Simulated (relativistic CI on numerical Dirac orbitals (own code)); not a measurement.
**Slater and spin-orbit integrals, Hf XXXIV**

Computed by Dirac-Coulomb-Breit CI, KLI orbitals optimised for each configuration, QED by a radiative potential, unscaled Slater integrals (own radial code, finite nucleus).

Slater integrals F^k, G^k are unscaled and averaged over j, outside the closed core [Ar] 3d10; ζ comes from projecting the Hamiltonian with its Breit term on Σ l·s of the shell.

- 4s²4p⁶4d³: F^2(4d,4d) = 226560, F^4(4d,4d) = 154300, ζ(4d) = 50754 cm⁻¹; <r>(4d) = 0.4435, <r^2>(4d) = 0.2248 (bohr units).
- 4s²4p⁵4d⁴: ζ(4p) = 408740, F^2(4d,4d) = 226510, F^4(4d,4d) = 154260, F^2(4p,4d) = 227940, G^1(4p,4d) = 283290, G^3(4p,4d) = 181420, ζ(4d) = 50549 cm⁻¹; <r>(4p) = 0.4407, <r^2>(4p) = 0.2198, <r>(4d) = 0.4436, <r^2>(4d) = 0.2249 (bohr units).
- 4s²4p⁶4d²4f: F^2(4d,4d) = 226410, F^4(4d,4d) = 154200, ζ(4d) = 50704, F^2(4d,4f) = 227670, F^4(4d,4f) = 148460, G^1(4d,4f) = 234400, G^3(4d,4f) = 162000, G^5(4d,4f) = 119180, ζ(4f) = 8403.6 cm⁻¹; <r>(4d) = 0.4439, <r^2>(4d) = 0.2252, <r>(4f) = 0.4187, <r^2>(4f) = 0.1988 (bohr units).

(1) Give the Racah parameters of the d shell in 4s²4p⁶4d³.

Averages of the first 10 configurations, taken without configuration mixing, which lowers the lowest level and can move excited configurations by several eV; other configurations of the list can lie among them:

```tsv
Configuration	Parity	States	Average energy above the lowest level (eV)
4s²4p⁶4d³	even	120	31.5
4s²4p⁵4d⁴	odd	1260	223.8
4s²4p⁶4d²4f	odd	630	225.6
4s4p⁶4d⁴	even	420	379.9
4s4p⁶4d³4f	odd	3360	571.9
4s²4p⁶4d²5s	even	90	448.7
4s²4p⁶4d4f5s	odd	280	642.7
4s²4p⁶4d²5p	odd	270	513.5
4s²4p⁶4d²5d	even	450	599.0
4s²4p⁵4d³5s	odd	1440	639.5
```

## Answers

(1) B = F²/49 − 5F⁴/441 = 2874 cm⁻¹ and C = 35F⁴/441 = 12246 cm⁻¹.
